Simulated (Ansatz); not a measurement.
The cluster Cd₈Te₉⁻: single points at one geometry.

```yaml
crystal:
  periodic: [false, false, false]
  atoms:
    - {symbol: Cd, position_ang: [-3.073567, 0.193567, -1.994572]}
    - {symbol: Cd, position_ang: [2.822895, 3.825050, -1.128582]}
    - {symbol: Cd, position_ang: [-1.895024, 2.666546, -1.258605]}
    - {symbol: Cd, position_ang: [2.011773, 0.796356, 0.573717]}
    - {symbol: Cd, position_ang: [-1.129382, -3.256097, 0.602362]}
    - {symbol: Cd, position_ang: [0.233350, 4.026298, 0.018032]}
    - {symbol: Cd, position_ang: [2.849212, -2.053400, 1.611923]}
    - {symbol: Cd, position_ang: [-2.659612, 4.175867, 1.829786]}
    - {symbol: Te, position_ang: [4.040452, -1.889811, -1.945122]}
    - {symbol: Te, position_ang: [-3.709850, -3.354484, 1.477372]}
    - {symbol: Te, position_ang: [0.623090, 2.359182, 2.396965]}
    - {symbol: Te, position_ang: [1.545462, -2.997367, -2.177758]}
    - {symbol: Te, position_ang: [-4.343364, -0.769429, 0.631765]}
    - {symbol: Te, position_ang: [-1.887001, 0.727387, 1.451057]}
    - {symbol: Te, position_ang: [-0.305875, -0.766068, -0.552076]}
    - {symbol: Te, position_ang: [3.824943, 1.139215, -1.470069]}
    - {symbol: Te, position_ang: [1.052489, -4.822803, -0.066194]}
basis:
  gaussian: {orbitals: def2-SVP, fitting: {mean_field: def2-universal-jkfit}, initial_orbitals: start.molden}
total_charge: -1
magnetization: {spin_polarized: true, initial_magnetization: 1}
hamiltonian: {xc: r2scan, dispersion: d4}
scf: {omitted_lower_state_checks: [starts]}
output: {orbitals: {seedname: orbitals}}
```

The file start.molden holds the orbitals of an earlier run on this structure, at another level or in another basis.

```sh
$ ansatz run in.yaml --threads 2 --pin off --events-out ev --progress --plain --max-ram 22528MiB --backend cuda --devices 0, --max-vram 18GiB
```

Shortened log:

```
Functional definition: r2SCAN
4002 factors; integrals over basis functions are off by at most 7.7e-3 eV
mean field evaluation 1: about -102207.4716 eV, gradient 6.9e0 eV
mean field evaluation 2: about -102207.7346 eV, gradient 3.0e-1 eV
mean field evaluation 4: about -102207.7202 eV, gradient 3.3e-2 eV
mean field evaluation 8: about -102207.7202 eV, gradient 1.3e-5 eV
mean field -102207.72022760 eV, -3756.0644394832 hartree, gradient 1.3e-5 eV, S^2 0.765966; 0 other end points of the search recorded, 0 dependent functions left out
reference -102207.72025847 eV, -3756.0644406177 hartree; 189, 188 occupied and 293, 294 virtual orbitals, 4002 factors
Total energy: -102208.38980283 eV, -3756.0890459191 hartree
Checks for a lower state left out: starts
```

Run time 11 s (2 threads of AMD EPYC 7R13 on a shared host and a share (18 GiB) of an NVIDIA H100 80GB HBM3), peak host memory 1.6 GiB.

The first input with `hamiltonian: {xc: pbe0, dispersion: d4}` (abridged; 4.9 s):

```
Functional definition: PBE0
mean field -102170.00177269 eV, -3754.6783118317 hartree, gradient 2.1e-5 eV, S^2 0.774279
Total energy: -102172.49607071 eV, -3754.7699755933 hartree
Checks for a lower state left out: starts
```

The first input with `hamiltonian: {xc: {name: BLYP}, dispersion: d4}` (abridged; 6 s):

```
Functional definition: BLYP
mean field -102146.00961351 eV, -3753.7966162443 hartree, gradient 2.3e-5 eV, S^2 0.752093
Total energy: -102151.35532667 eV, -3753.9930675795 hartree
Checks for a lower state left out: starts
```

As the first input, with `hamiltonian: {xc: pbe, dispersion: d4}`, `output: {forces: true, orbitals: {seedname: orbitals}}` (abridged; 10 s):

```
Functional definition: PBE
mean field -102168.64302825 eV, -3754.6283788946 hartree, gradient 2.1e-5 eV, S^2 0.752916
Total energy: -102171.37529681 eV, -3754.7287879123 hartree
Atom 0 force    -0.008173     0.006253     0.004949 eV/Å
Atom 1 force    -0.005438     0.002364     0.004209 eV/Å
Atom 2 force    -0.008539    -0.009212    -0.017128 eV/Å
Atom 3 force    -0.004283    -0.000528     0.002134 eV/Å
Atom 4 force     0.002542     0.002697     0.001750 eV/Å
Atom 5 force     0.002274     0.009441    -0.000305 eV/Å
Atom 6 force     0.005201    -0.002448     0.006848 eV/Å
Atom 7 force     0.005604     0.005977    -0.000540 eV/Å
Atom 8 force    -0.001142    -0.002460    -0.006132 eV/Å
Atom 9 force     0.000610     0.000535    -0.001220 eV/Å
Atom 10 force    -0.003737    -0.000933     0.005187 eV/Å
Atom 11 force    -0.000920     0.010019     0.003603 eV/Å
Atom 12 force    -0.000725    -0.004126    -0.004608 eV/Å
Atom 13 force     0.010805     0.001496     0.006457 eV/Å
Atom 14 force     0.004636    -0.007932    -0.004126 eV/Å
Atom 15 force     0.004823    -0.000864     0.001474 eV/Å
Atom 16 force    -0.003539    -0.010278    -0.002552 eV/Å
Dipole moment:    -0.175647     0.413745    -0.168751 e Å
Checks for a lower state left out: starts
```

The first input with `gaussian: {orbitals: def2-mTZVP, fitting: {mean_field: def2-universal-jkfit}, initial_orbitals: start.molden}` (abridged; 9.1 s):

```
Functional definition: r2SCAN
mean field -102218.31813125 eV, -3756.4539052588 hartree, gradient 2.7e-5 eV, S^2 0.767883
Total energy: -102218.98770997 eV, -3756.4785118229 hartree
Checks for a lower state left out: starts
```

Geometry: PBE-D4/def2-SVP.

In the def2 sets Cd, Te take a core potential; there is no spin–orbit coupling. Single mean-field runs in def2-SVP, def2-mTZVP are fitted with def2-universal-jkfit. Another isomer (doublet) lies 4.14 eV lower at PBE0-D4/def2-SVP; other spin states weren't run for this one.
